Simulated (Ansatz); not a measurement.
Ideal-gas functions of C$_{3}$H$_{5}$Ga, SMILES `C#[C][GaH][CH3]` at 500 K and 1 bar, from an Ansatz frequency run at PBE0-D4/def2-TZVP.

Molar mass 110.8 g/mol, point group Cs (symmetry number 1), electronic degeneracy 1, moments of inertia 38.153, 183.138, 218.18 u Å². Harmonic wavenumbers (cm⁻¹, unscaled): 27, 106, 180, 277, 413, 478, 581, 633, 697, 712, 744, 776, 1228, 1444, 1448, 1988, 2126, 3052, 3128, 3159, 3459.

Use S(trans) = R[1.5 ln M + 2.5 ln T − 1.1517]; rotational temperatures θ = 24.2544 K / I; S(rot) = R[ln(√π/σ · √(T³/θAθBθC)) + 1.5]; for each mode x = 1.438777 ν̃/T, S = R[x/(eˣ − 1) − ln(1 − e⁻ˣ)] and H = RT x/(eˣ − 1); 1 cm⁻¹ = 0.0119627 kJ/mol; R = 8.31446 J/(mol·K).

Question: By hand: the entropy, in J/(mol·K).

Answer: Translation 178.3. Rotation: θ = 0.6357, 0.1324, 0.1112 K, giving 114.2. Vibration, mode by mode: 29.56, 18.22, 13.88, 10.42, 7.35, 6.29, 4.95, 4.39, 3.79, 3.67, 3.41, 3.17, 1.13, 0.68, 0.68, 0.18, 0.13, 0.01, 0.01, 0.01, 0.00, in all 111.9. Electronic 0.0. Sum 404.4 J/(mol·K).

Question: By hand: H − E and G − E in kJ/mol, counted from the electronic energy.

Answer: Zero-point energy ½ × 26656 × 0.0119627 = 159.4; thermal vibration 26.6; translation, rotation and pV give 4 RT = 16.6. H − E = 202.6 kJ/mol, and G − E = 202.6 − 500 × 404.4/1000 = 0.4 kJ/mol.

Vibration gives 28 % of the entropy, 47.8 J/(mol·K) of it from the modes under 150 cm⁻¹: soft modes count most, and the harmonic formula is weakest for them.
